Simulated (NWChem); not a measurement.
# NbOCl$_{2}$F; SMILES [O]=[Nb]([F])([Cl])[Cl]

def2 effective core potentials on Nb; no spin-orbit coupling.

Question: Give the equilibrium geometry at PBE0/def2-SVP with def2 effective core potentials on Nb (NWChem) as an XYZ file, with the point group.

Answer: point group Cs; any orientation.
```
5

Nb     0.2480     0.0458     0.0000
O      0.9517     1.5651     0.0000
F      1.6220    -1.1946     0.0000
Cl    -1.0341    -0.1270     1.8854
Cl    -1.0341    -0.1270    -1.8854
```
